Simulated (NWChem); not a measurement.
System meant: CdSi2H6; SMILES [SiH3][Cd][SiH3]

The following NWChem deck was run.

```
start job
memory heap 200 mb stack 900 mb global 1100 mb
geometry units angstroms noautoz
  Cd    -0.692837     0.000073     0.000000
  Si    -0.693540     0.000074     2.536262
  H     -1.341788     1.230784     3.097287
  H     -1.435809    -1.176225     3.097464
  H      0.695745    -0.054138     3.098769
  Si    -0.693540     0.000074    -2.536262
  H     -1.435809    -1.176225    -3.097464
  H     -1.341788     1.230784    -3.097287
  H      0.695745    -0.054138    -3.098769
end
basis spherical
  * library def2-svp
end
dft
  xc xpbe96 cpbe96
  iterations 150
  mulliken
end
task dft energy
```

End of the output:

```
             Northwest Computational Chemistry Package (NWChem) 7.3.0
             --------------------------------------------------------

 C3H symmetry detected

                             Geometry "geometry" -> ""
                             -------------------------

 Output coordinates in angstroms (scale by  1.889725989 to convert to a.u.)

  No.       Tag          Charge          X              Y              Z
 ---- ---------------- ---------- -------------- -------------- --------------
    1 Cd                  48.0000     0.00000000     0.00000000     0.00000000
    2 Si                  14.0000    -0.00000000    -0.00000000    -2.53626200
    3 H                    1.0000     1.32750669    -0.41462608    -3.09784000
    4 H                    1.0000    -1.02283006    -0.94234148    -3.09784000
    5 H                    1.0000    -0.30467663     1.35696756    -3.09784000
    6 Si                  14.0000    -0.00000000    -0.00000000     2.53626200
    7 H                    1.0000    -1.02283006    -0.94234148     3.09784000
    8 H                    1.0000     1.32750669    -0.41462608     3.09784000
    9 H                    1.0000    -0.30467663     1.35696756     3.09784000

 Effective nuclear repulsion energy (a.u.)     385.0950689799

      Symmetry information
      --------------------

 Group name             C3h
 Group number             22
 Group order               6
 No. of unique centers     3

  pbe96 is a nonlocal functional; adding pw91lda local functional.

                                 NWChem DFT Module
                                 -----------------

 Summary of "ao basis" -> "ao basis" (spherical)
 ------------------------------------------------------------------------------
       Tag                 Description            Shells   Functions and Types
 ---------------- ------------------------------  ------  ---------------------
 Cd                         def2-svp                11       31   5s3p2d1f
 Si                         def2-svp                 8       18   4s3p1d
 H                          def2-svp                 3        5   2s1p

      Symmetry analysis of basis
      --------------------------

        a'         22
        e'+        16
        e'-        16
        a"         17
        e"+        13
        e"-        13

  Rotation of axis

            General Information
            -------------------
          SCF calculation type: DFT
          Wavefunction type:  closed shell.
          No. of atoms     :     9
          No. of electrons :    82
           Alpha electrons :    41
            Beta electrons :    41
          Charge           :     0
          Spin multiplicity:     1
          Use of symmetry is: on ; symmetry adaption is: on
          Maximum number of iterations: 150
          AO basis - number of functions:    97
                     number of shells:    45
          Convergence on energy requested:  1.00D-06
          Convergence on density requested:  1.00D-05
          Convergence on gradient requested:  5.00D-04

              XC Information
              --------------
          PerdewBurkeErnzerhof Exchange Functional  1.000
            Perdew 1991 LDA Correlation Functional  1.000 local
           PerdewBurkeErnz. Correlation Functional  1.000 non-local

             Grid Information
             ----------------
          Grid used for XC integration:  medium
          Radial quadrature: Mura-Knowles
          Angular quadrature: Lebedev.
          Tag              B.-S. Rad. Rad. Pts. Rad. Cut. Ang. Pts.
          ---              ---------- --------- --------- ---------
          Cd                  1.55      123          10.0       590
          Si                  1.10       88          13.0       590
          H                   0.35       45          14.0       434
          Grid pruning is: on
          Number of quadrature shells:   256
          Spatial weights used:  Erf1

      Superposition of Atomic Density Guess
      -------------------------------------

 Sum of atomic energies:       -1788.69257701

      Non-variational initial energy
      ------------------------------

 Total energy =   -1792.981503
 1-e energy   =   -3247.759204
 2-e energy   =    1069.682633
 HOMO         =      -0.655799
 LUMO         =      -0.647107

      Symmetry analysis of molecular orbitals - initial
      -------------------------------------------------

  Numbering of irreducible representations:

     1 a'          2 e'+         3 e'-         4 a"          5 e"+
     6 e"-

  Orbital symmetries:

     1 a'          2 a"          3 a'          4 a'          5 a"
     6 e'+         7 e'+         8 a'          9 e"+        10 e"+
    11 e'+        12 e'+        13 a"         14 e'+        15 e'+
    16 e"+        17 e"+        18 a'         19 a'         20 a'
    21 a"         22 a'         23 a"         24 a'         25 e'+
    26 e'+        27 e"+        28 e"+        29 a"         30 e'+
    31 e'+        32 a'         33 a'         34 e"+        35 e"+
    36 e'+        37 e'+        38 a"         39 a'         40 e'+
    41 e'+        42 a"         43 e"+        44 e"+        45 a'
    46 e'+        47 e'+        48 a'         49 a"         50 e'+
    51 e'+

     ---------------------------------------------
      Total Density - Mulliken Population Analysis
     ---------------------------------------------

    Atom       Charge   Shell Charges
 -----------   ------   -------------------------------------------------------
    1 Cd  48    56.25   2.00  2.01  2.03  2.60 -0.38  6.01  6.65  0.51 10.03 10.78 14.00
    2 Si  14    12.43   2.00  1.99  0.94  0.87  5.91  0.50  0.37 -0.15
    3 H    1     0.15   0.20 -0.06  0.01
    4 H    1     0.15   0.20 -0.06  0.01
    5 H    1     0.15   0.20 -0.06  0.01
    6 Si  14    12.43   2.00  1.99  0.94  0.87  5.91  0.50  0.37 -0.15
    7 H    1     0.15   0.20 -0.06  0.01
    8 H    1     0.15   0.20 -0.06  0.01
    9 H    1     0.15   0.20 -0.06  0.01

 !! scf_movecs_sym_adapt:    2 vectors were symmetry contaminated

  Symmetry fudging

 !! scf_movecs_sym_adapt:    2 vectors were symmetry contaminated

 Warning: spatial symmetry breaking: alpha =  3.65D-01

   convergence    iter        energy       DeltaE   RMS-Dens  Diis-err
 ---------------- ----- ----------------- --------- --------- ---------
 d= 0,ls=0.0,diis     1  -1890.9657603706 -2.28D+03  4.27D-01  1.33D+01

 !! scf_movecs_sym_adapt:    2 vectors were symmetry contaminated

  Symmetry fudging

 !! scf_movecs_sym_adapt:    2 vectors were symmetry contaminated

 Warning: spatial symmetry breaking: alpha =  1.35D-03
 d= 0,ls=0.5,diis     2  -1865.2094962393  2.58D+01  1.69D-01  5.35D+01

 !! scf_movecs_sym_adapt:    2 vectors were symmetry contaminated

  Symmetry fudging
 Warning: spatial symmetry breaking: alpha =  7.62D-04
 d= 0,ls=0.5,diis     3  -1889.7133298366 -2.45D+01  7.29D-02  1.43D+01

[...]
```

Can this run be used? If not, why, and what is the fix?

The run ends normally but its numbers are meaningless: the def2 basis of a heavy element holds valence functions alone and wants its effective core potential (without it all electrons must fit into that basis). This input runs:
```
start job
memory heap 200 mb stack 900 mb global 1100 mb
geometry units angstroms noautoz
  Cd    -0.692837     0.000073     0.000000
  Si    -0.693540     0.000074     2.536262
  H     -1.341788     1.230784     3.097287
  H     -1.435809    -1.176225     3.097464
  H      0.695745    -0.054138     3.098769
  Si    -0.693540     0.000074    -2.536262
  H     -1.435809    -1.176225    -3.097464
  H     -1.341788     1.230784    -3.097287
  H      0.695745    -0.054138    -3.098769
end
basis spherical
  Cd library def2-svp
  Si library def2-svp
  H library def2-svp
end
ecp
  Cd library def2-ecp
end
dft
  xc xpbe96 cpbe96
  iterations 150
  mulliken
end
task dft energy
```
It converges to -749.80700 Ha (PBE/def2-SVP with def2 effective core potentials on Cd). The faulty run gave -1896.152 Ha, with all electrons squeezed into the valence basis.
